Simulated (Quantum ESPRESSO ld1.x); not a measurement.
Question: Radial electron density D(r) = 4 pi r^2 rho(r) of an atom or ion with 53 electrons. Method: scalar-relativistic Kohn-Sham, LDA (Slater exchange, VWN5 correlation), spin-polarised, spherical densities, point nucleus; computed with ld1.x of Quantum ESPRESSO 7.5.

r (bohr),D(r) (e/bohr),spin D(r)
0.005274,28.01,0.0000114
0.007499,42.08,0.000149
0.01058,56.97,0.000619
0.01492,68.01,0.00200
0.02122,69.63,0.00562
0.02993,63.34,0.0129
0.04255,63.33,0.0234
0.06003,79.74,0.0279
0.08535,91.14,0.0129
0.1204,74.64,-0.00288
0.1698,66.41,0.0304
0.2415,76.98,0.0538
0.3406,50.25,0.000535
0.4843,25.65,0.0850
0.6832,29.80,0.103
0.9714,17.85,-0.000438
1.37,7.324,0.363
1.933,4.644,0.613
2.748,1.906,0.308
3.877,0.3214,0.0525
5.512,0.01567,0.00220
7.776,0.0001717,0.0000166

What is the nuclear charge?

Answer: Z = 54. The innermost maximum, from 1s, lies near gamma/Z bohr with gamma = sqrt(1 - (Z/c)^2) = 0.919, here 0.017 bohr (found: 0.0187), and its height grows with Z. The density is that of the xenon ion Xe+ in [Kr] 4d10 5s2 5p5; the configuration itself is not fixed sharply by these data, and Z only to a few units. D(r) has 4 maxima, at r = 0.0187, 0.0827, 0.236, 0.672 bohr, and minima at 0.0363, 0.156, 0.492 bohr, inside which lie 1.98, 11.18, 28.95 electrons.
